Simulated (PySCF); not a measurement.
C₃H, charge +1, multiplicity 1.

```xyz
4

H      0.0000     0.0000    -2.2248
C      0.0000     0.0000    -1.1417
C      0.0000     0.0000     0.0866
C      0.0000     0.0000     1.4259
```
Charge +1, spin multiplicity 1.

Coordinates come from a PBE0-D3(BJ)/def2-TZVP optimisation.

Level of theory: PySCF with PBE0/pcSseg-2. Non-relativistic, no solvent.

Problem. Give the absolute GIAO shielding of each atom: isotropic value and principal components (ppm). (An estimate is asked for; the answer gives what the named calculation found.)

Solution. 
```
atom  σ(iso)     σ11     σ22    σ33    span
----  ------  ------  ------  -----  ------
H1      27.4    23.3    23.3   35.7    12.4
C2      96.3     8.5     8.5  271.8   263.3
C3      71.3   -34.4   -34.4  282.5   316.9
C4    -458.7  -819.8  -819.8  263.5  1083.3
```
